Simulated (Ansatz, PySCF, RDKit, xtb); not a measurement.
Complex: C2H4 (SMILES C=C) (first 6 atoms) with H2S (SMILES S); geometry from B3LYP-D3(BJ)/def2-TZVP, rigid monomers moved along the line of their centres of mass till C2···H8 is 2.44 Å.
(charge 0, multiplicity 1):
```xyz
9

C     -0.17321    -0.67327     0.00478
C     -0.05183     0.63969     0.14238
H     -1.13729    -1.16476     0.05475
H      0.68645    -1.31057    -0.16352
H      0.91217     1.13126     0.09237
H     -0.91156     1.27697     0.31066
S      0.41755    -0.42976     3.70541
H      0.23002    -0.28321     2.38161
H     -0.89563    -0.32857     3.96532
```

Monomers are frozen at their geometry in the pair; levels with a basis set take the counterpoise correction. Rows marked so take none.

Rows in 6-31G* carry no dispersion term and start afresh at each structure (6-31G* with six Cartesian d functions). MP2/6-31G* freezes PySCF's default core.

Codes used: Ansatz (an electronic-structure program); PySCF for 6-31G* rows; RDKit for the force fields; xtb for the GFN methods. Values without a source in brackets are computed.

Task: One of these levels gives 9.0 kJ/mol for the interaction energy. Which?
(A) GFN2-xTB
(B) MP2/6-31G* (no counterpoise)
(C) MMFF94
(D) HF/aug-cc-pV(D+d)Z

Result: D, HF/aug-cc-pV(D+d)Z. The others give 1.6 (MMFF94), -6.9 (GFN2-xTB), -4.0 (MP2/6-31G* (no counterpoise))
